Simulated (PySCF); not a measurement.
B2GeH6, GeH3NSi, CH4GeO, BGeH2O and others (calculated)

Calculation on a computer-drawn molecule: optimised geometry and harmonic frequencies of an isolated molecule of the commonest isotopes, restricted reference for singlets and unrestricted otherwise, frozen core in MP2; on germanium a core potential holds 10 electrons, which the energies leave out, and 3d is frozen in MP2 and coupled-cluster steps. Program: PySCF 2.14.0.

Common to all runs: multiplicity 1; method HF; basis and core potential on germanium cc-pVDZ-PP ECP10MDF.

```yaml
- entry: 1
  formula: B2GeH6
  start_structure:
    atoms_angstrom:
      - [B, 1.8161, 0.8147, -0.7213]
      - [B, 1.4837, 2.4409, -1.0238]
      - [Ge, 0.6393, 3.4808, 0.4535]
      - [H, 0.9851, 0.0181, -0.8728]
      - [H, 2.7821, 0.4519, -0.1773]
      - [H, 1.7495, 3.0528, -1.9528]
      - [H, 1.47, 4.7199, 0.9493]
      - [H, -0.625, 4.0952, 0.0385]
      - [H, 0.3342, 2.8424, 1.7826]
  given:
    charge: 0
    basis: cc-pVDZ
    drawn_bonds_atom: [1, 2, 1, 1, 2, 3, 3, 3]
    drawn_bonds_other_atom: [2, 3, 4, 5, 6, 7, 8, 9]
    drawn_bonds_order: [1, 1, 1, 1, 1, 1, 1, 1]
  results:
    optimised_atom_element: [B, B, Ge, H, H, H, H, H, H]
    "optimised_atom_x [angstrom]": [1.817, 1.499, 0.6007, 1.003, 2.857, 1.768, 1.52, -0.7228, 0.2941]
    "optimised_atom_y [angstrom]": [0.7883, 2.411, 3.595, -0.05414, 0.4115, 2.984, 4.775, 4.166, 2.839]
    "optimised_atom_z [angstrom]": [-0.7133, -0.9341, 0.5467, -0.9878, -0.2396, -1.956, 0.8972, 0.01527, 1.848]
    "modes_frequency [cm^-1]": [65.16, 148.1, 319.4, 450.5, 470.5, 520.7, 555.6, 808.7, 875.8, 900.8, 956.5, 978.1, 986.6, 1077, 1266, 2193, 2194, 2213, 2654, 2698, 2720]
    "modes_reduced_mass [dalton]": [1.169, 2.878, 1.058, 1.119, 1.79, 1.065, 1.844, 1.249, 1.583, 1.049, 1.146, 1.036, 1.822, 1.534, 1.29, 1.023, 1.023, 1.012, 1.057, 1.093, 1.12]
    "rotational_constants [GHz]": [26.25, 3.179, 3.012]
    "total_energy [hartree]": -346.1762
    "convergence_status_largest_gradient_component [hartree/bohr]": 1.376e-05
- entry: 2
  formula: GeH3NSi
  start_structure:
    atoms_angstrom:
      - [Si, 1.1375, 0.855, -1.8459]
      - ["N", 0.6172, 1.5166, -0.3751]
      - [Ge, -0.1013, 2.2066, 1.0591]
      - [H, 1.7616, 1.717, -2.8919]
      - [H, 1.2333, -0.551, -2.0443]
      - [H, -1.6224, 2.3481, 0.4153]
  given:
    charge: 0
    basis: "cc-pV(D+d)Z"
    drawn_bonds_atom: [1, 2, 1, 1, 3]
    drawn_bonds_other_atom: [2, 3, 4, 5, 6]
    drawn_bonds_order: [2, 1, 1, 1, 1]
  results:
    optimised_atom_element: [Si, "N", Ge, H, H, H]
    "optimised_atom_x [angstrom]": [1.18, 0.4931, -0.1042, 1.802, 1.28, -1.625]
    "optimised_atom_y [angstrom]": [0.8852, 1.501, 2.2, 1.678, -0.5602, 2.389]
    "optimised_atom_z [angstrom]": [-1.795, -0.535, 1.014, -2.869, -2.059, 0.5601]
    "modes_frequency [cm^-1]": [100.4, 179.3, 352.0, 459.0, 723.1, 748.1, 838.9, 1086, 1398, 1922, 2353, 2358]
    "modes_reduced_mass [dalton]": [4.528, 5.836, 1.017, 12.15, 1.18, 1.242, 1.09, 1.058, 13.88, 1.022, 1.056, 1.03]
    "rotational_constants [GHz]": [90.9, 1.927, 1.924]
    "total_energy [hartree]": -638.4624
    "convergence_status_largest_gradient_component [hartree/bohr]": 7.581e-06
- entry: 3
  formula: CH4GeO
  start_structure:
    atoms_angstrom:
      - [O, -0.642, -0.2937, -2.007]
      - [C, 0.0709, -1.3583, -1.3266]
      - [Ge, 0.9329, 0.3214, -0.5661]
      - [H, -0.2008, -0.1865, -2.8999]
      - [H, -0.637, -1.8755, -0.6753]
      - [H, 0.5133, -2.0547, -1.9923]
      - [H, 1.9422, 0.419, -1.9275]
  given:
    charge: 0
    basis: cc-pVDZ
    drawn_bonds_atom: [1, 2, 1, 2, 2, 3]
    drawn_bonds_other_atom: [2, 3, 4, 5, 6, 7]
    drawn_bonds_order: [1, 1, 1, 1, 1, 1]
  results:
    optimised_atom_element: [O, C, Ge, H, H, H, H]
    "optimised_atom_x [angstrom]": [-0.67, 0.07437, 1.015, -0.3961, -0.6274, 0.5784, 2.005]
    "optimised_atom_y [angstrom]": [-0.2938, -1.3, 0.2879, -0.2823, -1.836, -1.993, 0.3893]
    "optimised_atom_z [angstrom]": [-2.059, -1.327, -0.556, -2.964, -0.6924, -1.997, -1.798]
    "modes_frequency [cm^-1]": [163.8, 298.5, 534.4, 597.0, 672.9, 916.8, 1026, 1145, 1314, 1414, 1577, 1959, 3235, 3310, 4153]
    "modes_reduced_mass [dalton]": [10.95, 1.029, 1.129, 3.398, 1.075, 1.193, 8.829, 1.025, 1.261, 1.222, 1.078, 1.021, 1.056, 1.115, 1.067]
    "rotational_constants [GHz]": [22.92, 4.905, 4.369]
    "total_energy [hartree]": -408.3820
    "convergence_status_largest_gradient_component [hartree/bohr]": 2.14e-05
- entry: 4
  formula: BGeH2O
  start_structure:
    atoms_angstrom:
      - [O, -2.1571, -1.5117, -3.4191]
      - [B, -1.7902, -1.4746, -2.3329]
      - [Ge, -1.1453, -1.5632, -0.3725]
      - [H, 0.2815, -1.775, 0.0245]
      - [H, -2.044, -1.3524, 0.8716]
  given:
    charge: 1
    basis: cc-pVDZ
    drawn_bonds_atom: [1, 2, 3, 3]
    drawn_bonds_other_atom: [2, 3, 4, 5]
    drawn_bonds_order: [2, 1, 1, 1]
  results:
    optimised_atom_element: [O, B, Ge, H, H]
    "optimised_atom_x [angstrom]": [-2.155, -1.782, -1.131, 0.3299, -2.117]
    "optimised_atom_y [angstrom]": [-1.488, -1.51, -1.55, -1.786, -1.343]
    "optimised_atom_z [angstrom]": [-3.382, -2.271, -0.3317, -0.03706, 0.7926]
    "modes_frequency [cm^-1]": [246.7, 253.7, 451.4, 591.7, 713.4, 923.0, 2226, 2339, 2367]
    "modes_reduced_mass [dalton]": [3.405, 7.069, 16.4, 1.356, 1.124, 1.025, 12.1, 1.017, 1.027]
    "rotational_constants [GHz]": [145.9, 3.124, 3.059]
    "total_energy [hartree]": -393.8134
    "convergence_status_largest_gradient_component [hartree/bohr]": 1.029e-05
- entry: 5
  formula: BGeH7OSi
  start_structure:
    atoms_angstrom:
      - [Si, -1.626, -1.4792, -1.5653]
      - [O, -0.783, -0.1307, -1.9936]
      - [B, -0.1471, 1.0087, -1.6282]
      - [Ge, -0.127, 1.7238, 0.2421]
      - [H, -1.8965, -1.586, -0.1915]
      - [H, -0.7105, -2.6069, -2.0306]
      - [H, -2.8282, -1.3661, -2.3491]
      - [H, 0.3203, 1.544, -2.4826]
      - [H, -0.704, 3.0409, 0.4406]
      - [H, -0.7898, 0.9263, 1.385]
      - [H, 1.3433, 1.8635, 0.7703]
  given:
    charge: 0
    basis: "cc-pV(D+d)Z"
    drawn_bonds_atom: [1, 2, 3, 1, 1, 1, 3, 4, 4, 4]
    drawn_bonds_other_atom: [2, 3, 4, 5, 6, 7, 8, 9, 10, 11]
    drawn_bonds_order: [1, 1, 1, 1, 1, 1, 1, 1, 1, 1]
  results:
    optimised_atom_element: [Si, O, B, Ge, H, H, H, H, H, H, H]
    "optimised_atom_x [angstrom]": [-1.655, -0.973, -0.3481, 0.05843, -2.766, -0.6333, -2.159, -0.003147, -0.611, -0.4289, 1.571]
    "optimised_atom_y [angstrom]": [-1.381, 0.01611, 1.127, 1.55, -1.043, -2.167, -2.138, 1.926, 2.87, 0.4583, 1.72]
    "optimised_atom_z [angstrom]": [-1.565, -2.157, -1.721, 0.3049, -0.6528, -0.8463, -2.723, -2.554, 0.7175, 1.274, 0.5196]
    "modes_frequency [cm^-1]": [32.32, 88.65, 90.38, 184.3, 258.6, 444.2, 447.7, 662.4, 755.0, 781.6, 785.4, 850.5, 899.3, 968.4, 973.2, 1034, 1039, 1057, 1204, 1392, 2185, 2190, 2208, 2337, 2340, 2359, 2669]
    "modes_reduced_mass [dalton]": [1.09, 5.514, 1.024, 2.755, 3.283, 1.999, 1.04, 2.059, 4.902, 1.194, 1.187, 1.543, 1.051, 1.022, 1.036, 1.054, 1.052, 1.117, 1.28, 8.144, 1.023, 1.023, 1.013, 1.052, 1.036, 1.034, 1.091]
    "rotational_constants [GHz]": [9.23, 1.287, 1.16]
    "total_energy [hartree]": -685.9977
    "convergence_status_largest_gradient_component [hartree/bohr]": 1.808e-06
- entry: 6
  formula: Ge2H6N2
  start_structure:
    atoms_angstrom:
      - ["N", 1.7087, 1.4235, -1.7447]
      - [Ge, 1.92, 0.8768, -0.2024]
      - ["N", 1.5492, -0.81, 0.0424]
      - [Ge, 1.788, -1.9266, 1.4929]
      - [H, 1.811, 2.4508, -1.9824]
      - [H, 2.3029, 1.4691, 1.2167]
      - [H, 1.2275, -1.3634, -0.7764]
      - [H, 3.0479, -2.7534, 1.2716]
      - [H, 0.5918, -2.7602, 1.6419]
      - [H, 1.9989, -0.9899, 2.6849]
  given:
    charge: 0
    basis: cc-pVDZ
    drawn_bonds_atom: [1, 2, 3, 1, 2, 3, 4, 4, 4]
    drawn_bonds_other_atom: [2, 3, 4, 5, 6, 7, 8, 9, 10]
    drawn_bonds_order: [2, 1, 1, 1, 1, 1, 1, 1, 1]
  results:
    "rotational_constants [GHz]": null
```

Q: Estimate the rotational constants of Ge2H6N2 (entry 6).
A: 18.5, 0.9013, 0.8687 GHz

Further results for Ge2H6N2 (entry 6):

* total energy: -699.1008 hartree
* convergence status largest gradient component: 5.601e-06 hartree/bohr

Optimised structure:
```xyz
10
Ge2H6N2
N      1.6560     1.5152    -1.7974
Ge     1.8513     0.8732    -0.2545
N      1.6688    -0.8933    -0.0106
Ge     1.8095    -1.9303     1.5107
H      1.7821     2.5175    -1.8110
H      2.1755     1.5080     1.0951
H      1.4528    -1.3855    -0.8616
H      2.9263    -2.9623     1.3378
H      0.4850    -2.6492     1.7771
H      2.1385    -0.9766     2.6588
```

Modes:
| frequency (cm⁻¹) | reduced mass (dalton) |
| --- | --- |
| 58.63 | 2.598 |
| 69.91 | 1.565 |
| 137.7 | 5.606 |
| 223.2 | 8.925 |
| 447.3 | 1.273 |
| 526 | 2.491 |
| 529 | 1.046 |
| 647.9 | 1.088 |
| 692.7 | 1.14 |
| 707 | 1.328 |
| 824.6 | 1.379 |
| 878 | 1.85 |
| 936.4 | 3.313 |
| 948.2 | 1.022 |
| 964 | 1.069 |
| 988 | 1.186 |
| 1004 | 1.494 |
| 1301 | 1.275 |
| 2222 | 1.024 |
| 2236 | 1.023 |
| 2245 | 1.018 |
| 2258 | 1.014 |
| 3734 | 1.075 |
| 3771 | 1.075 |
